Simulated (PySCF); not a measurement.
# C$_{3}$H$_{10}$OSi: full NMR table

| Item | Value |
| --- | --- |
| Formula | C3H10OSi |
| SMILES | C[Si](C)(C)O |
| InChI | InChI=1S/C3H10OSi/c1-5(2,3)4/h4H,1-3H3 |
| Point group of the computed structure | C1 |
| Degrees of unsaturation | 0 |
| Carbon signals | 1 |
| Proton signals | 2 |

Atom-mapped SMILES (the numbers label the heavy atoms): `[CH3:1][Si:2]([CH3:3])([CH3:4])[OH:5]` (H(Xn): hydrogen on atom n).

All values are calculated (PySCF 2.14): geometry from PBE0-D3(BJ)/def2-TZVP, NMR shieldings at B97-2/pcSseg-2/GIAO. No solvent, relativity neglected, averaged over atoms made equivalent by symmetry, fast rotation or ring inversion, a single conformation.

Referencing at the same level of theory: 1H (σref 31.64) and 13C (σref 185.38) and 29Si (σref 348.46) against TMS; 17O (σref 327.66) vs H2O.

```tsv
carbon	δC, type	δH (multiplicity)	HMBC from (2–3 bonds)	span of the C tensor (ppm)
C1/C3/C4	1.1, CH3	0.08 (s)	H(C1)/H(C3)/H(C4)	14
```

Other nuclei:
```
atoms  nucleus                         environment  δ (ppm)  σ (ppm)
H(O5)       1H  hydrogen on an oxygen bonded to Si     0.59    31.05
  Si2     29Si            silicon bonded to 3 C, O     17.4    331.1
   O5      17O              oxygen bonded to Si, H     43.2    284.5
```

1. Carbon types of the structure: 3 × CH3, leaving 1 H on heteroatoms.
2. δC 1.1: methyl carbon bonded to Si; an electropositive neighbour leaves it electron-rich and shielded.
3. δH 0.59: hydrogen on an oxygen bonded to Si; labile proton, position sensitive to the medium.
4. δH 0.08: hydrogen on a methyl carbon bonded to Si; an electropositive neighbour shields it, as in TMS itself.

OH/NH shifts are gas-phase values; hydrogen bonding in solution moves them, usually downfield. Shifts are as computed. Against solution values, carbons near 30 ppm lie about +3 ppm off and those near 130 ppm about +7 ppm. Of 1211 compounds with measured shifts, 218 miss one by over three times the rms of a fit or turn the order of signals round; such compounds aren't used in these exercises. Experimental scales use liquid or dissolved standards, which lie at an offset from isolated H2O (liquid H2O: subtract about 36 ppm).
